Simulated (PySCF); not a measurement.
Z-matrix (Å, degrees):
```
Si
N 1 1.7164
H 2 1.0066 1 120.03
H 2 1.0071 3 111.37 1 -147.44
N 1 1.7164 2 113.16 3 46.54
H 5 1.0066 1 120.03 2 69.28
H 5 1.0071 6 111.37 1 147.44
N 1 1.7164 2 113.16 3 -69.27
H 8 1.0066 1 120.02 2 -46.55
H 8 1.0071 9 111.37 1 147.43
N 1 1.7164 2 102.33 3 168.64
H 11 1.0066 1 120.03 2 168.63
H 11 1.0071 12 111.37 1 -147.44
```
Charge 0, spin multiplicity 1.

Task: Predict the HOMO–LUMO gap, HOMO and LUMO from PBE-D3(BJ)/def2-TZVP // PBE0-D3(BJ)/def2-TZVP in PySCF.

Result: 
```
Item             Result
-------------  --------
HOMO–LUMO gap   5.27 eV
HOMO           -5.22 eV
LUMO            0.05 eV
```
